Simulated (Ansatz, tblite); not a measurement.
Forces on the cluster Ge₅O₅ at its r2SCAN-D4/def2-SVP geometry. Charge 0, multiplicity 1.

The xTB rows come from tblite. The structure holds one bond between oxygen atoms, so isomers without such links may lie far lower. Another isomer (singlet) lies 4.39 eV lower at PBE0-D4/def2-TZVP; other spin states weren't run for this one.

GFN1-xTB (tblite), largest force 2.44 eV/Å:

```xyz
10
positions Å, forces eV/Å
Ge   -1.047   -1.253   -0.012    0.263    0.602   -0.788
Ge    0.274    1.250    1.950   -0.448   -0.171   -0.868
Ge    2.273   -0.726    0.570   -0.524    0.100   -0.328
Ge    0.521   -1.737   -2.060   -0.479    0.358    0.925
Ge   -1.785    1.005   -0.987    0.501   -1.022    0.088
O     2.030   -1.438   -1.003    0.171    0.064    0.459
O    -1.546    1.509    1.656    1.451    0.654   -1.344
O    -0.382   -0.114   -1.598   -0.264    0.257   -0.473
O     0.435   -0.484    1.057    0.113   -0.038    0.165
O    -0.773    1.987    0.427   -0.784   -0.805    2.165
```

GFN2-xTB (tblite), largest force 1.75 eV/Å:

```
Ge -0.486 -0.168 -0.351
Ge -0.464 0.397 -0.113
Ge 0.114 -0.293 -0.701
Ge -0.059 0.241 0.097
Ge 0.031 -0.292 -0.208
O 0.285 0.209 0.670
O 0.942 0.345 -1.275
O -0.391 -0.127 -0.146
O 0.330 -0.061 0.321
O -0.303 -0.252 1.706
```

PBE-D4/def2-TZVP (Ansatz), largest force 0.49 eV/Å:

```
Ge -0.275 -0.247 0.127
Ge 0.164 0.145 0.161
Ge 0.218 0.184 0.343
Ge -0.039 -0.236 -0.243
Ge -0.297 0.159 -0.115
O 0.310 -0.214 -0.320
O -0.277 0.008 0.203
O 0.050 0.127 -0.265
O 0.044 -0.235 0.197
O 0.103 0.309 -0.087
```
